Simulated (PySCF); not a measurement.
## Relaxation of sextet [MnH3]-

All numbers come from UPBE0/[Mn def2-TZVPD, H def2-TZVPD], no relativity, density fitting, PySCF. A (50,194) grid was used.

A hand-made trigonal pyramidal start, of C3v symmetry, held to at least that symmetry:

```xyz
4
charge -1 multiplicity 6, angstrom
Mn    0.0000    0.0000   -0.0370
H     1.3332    0.0000    0.6719
H    -0.6666    1.1546    0.6719
H    -0.6666   -1.1546    0.6719
```

**Question.** What does it relax to?

**Answer.** It ends at D3h with Mn–H 1.767 Å (×3); H–Mn–H 120.0° (×3). A frequency run shows a minimum.

**Question.** How much energy is released, and in how many steps?

**Answer.** 169.2 kJ/mol in 8 steps.

Open d and f shells are described by one determinant, and the ground state may have another occupation or spin.

The relaxation took roughly 30 core-seconds on a shared host.
